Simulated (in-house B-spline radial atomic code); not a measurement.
P3+ is squeezed into an impenetrable sphere of radius R (the orbitals vanish at R). Method: Dirac-Hartree-Fock, average of configuration, Fermi nucleus of rms radius 3.1889 fm. Calculated with a radial B-spline atomic code at the basis-set limit.

Energies in eV above the free ion in [Ne] 3s2:

```csv
R (bohr),highest level (eV),[Ne] 3s2,[He] 2s2 2p5 3s2 3d1,[Ne] 3s1 3p1
8.42,-50,0,151.7,8.776
6.74,-50,0.0001467,151.7,8.776
4.78,-50,0.05308,151.9,8.881
4.22,-49.8,0.2477,152.5,9.191
3.47,-48.8,1.704,155.2,11.13
3.02,-46.7,5.046,160.2,15.12
2.8,-44.7,8.454,165.1,19
2.31,-34.8,26.31,189.3,38.24
1.95,-16.2,61.53,235,74.4
1.4,80,258.4,474.3,265.7
```

(1) Does [He] 2s2 2p5 3s2 3d1 fall below [Ne] 3s2 under compression?

(2) Does [Ne] 3s1 3p1 fall below [Ne] 3s2 under compression?

The highest level is first positive in the row R = 1.4 bohr, pushed up by confinement above the zero of the free ion's potential. Each configuration is held fixed and needn't be the lowest in the sphere.

## Answers

(1) No, it stays above over the whole range.

(2) No, it stays above over the whole range.
